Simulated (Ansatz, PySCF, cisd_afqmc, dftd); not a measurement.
Species: PN, charge 0, singlet. PN (SMILES N#P).
B3LYP-D3(BJ)/def2-TZVP minimum from Ansatz (a quantum-chemistry and plane-wave program):
```xyz
2

N      0.0000     0.0000    -1.0110
P      0.0000     0.0000     0.4718
```

Property: enthalpy of formation at 298 K (by atomisation, with ideal-gas terms from PySCF's Hessian at B3LYP-D3(BJ)/def2-TZVP and the atoms' measured values of the G2/97 table; no spin-orbit terms), in kcal/mol. UHF or UKS for unpaired electrons; spin-orbit terms are left out. Correlated methods leave the cores frozen. Rows without X2C or -DK are non-relativistic. AFQMC is phaseless with a CISD trial state; ± is one standard error, without the phaseless bias. Outlying blocks are dropped, and bars are widened where a walk drifts. Over all cases where full CI ran beside it in this data, AFQMC minus full CI had a median of +0.1 mEh and passed +0.4 mEh in a tenth of the cases. CBS(X,Y): correlation extrapolated as X^-3, Hartree-Fock from the larger set (Q,5: extrapolated as (X+1)exp(-9√X)). A bracket is a step between two methods taken in the basis named. Functionals run without relativity, which enters their misses. Double hybrids freeze cores in their MP2 part. 'core' is core correlation in cc-pwCVTZ (1s frozen past Ne), 'X2C' scalar relativity in cc-pVTZ-DK, both at CCSD(T). The restricted determinant of NP (N#P, singlet) is unstable towards broken spin symmetry in at least one set run.

| level | program | enthalpy of formation at 298 K (kcal/mol) | difference against the last row |
|---|---|---|---|
| wB97M-V/def2-TZVPD | Ansatz | 42.0 | -1.2 |
| B2PLYP-D4/def2-TZVPD | Ansatz + dftd4 | 42.2 | -1.0 |
| B2GP-PLYP/def2-TZVPD | Ansatz | 46.1 | 2.9 |
| CCSD(T)/cc-pV(5+d)Z | Ansatz | 46.9 | 3.7 |
| CCSDTQ/cc-pV(D+d)Z | Ansatz | 70.8 | 27.6 |
| CCSD(T)/CBS(cc-pV(Q+d)Z,cc-pV(5+d)Z) + [CCSDTQ - CCSD(T)]/cc-pV(D+d)Z + core + X2C | Ansatz | 42.8 | -0.4 |
| CCSD(T)/CBS(cc-pV(Q+d)Z,cc-pV(5+d)Z) + [AFQMC/CISD - CCSD(T)]/cc-pV(Q+d)Z + core + X2C | Ansatz + cisd_afqmc | 43.8 ± 0.6 | 0.6 |
| CCSD(T)/CBS(cc-pV(Q+d)Z,cc-pV(5+d)Z) + [CCSDT(Q) - CCSD(T)]/cc-pV(5+d)Z + [CCSDTQ - CCSDT(Q)]/cc-pV(D+d)Z + core + X2C | Ansatz | 43.2 | 0.0 |
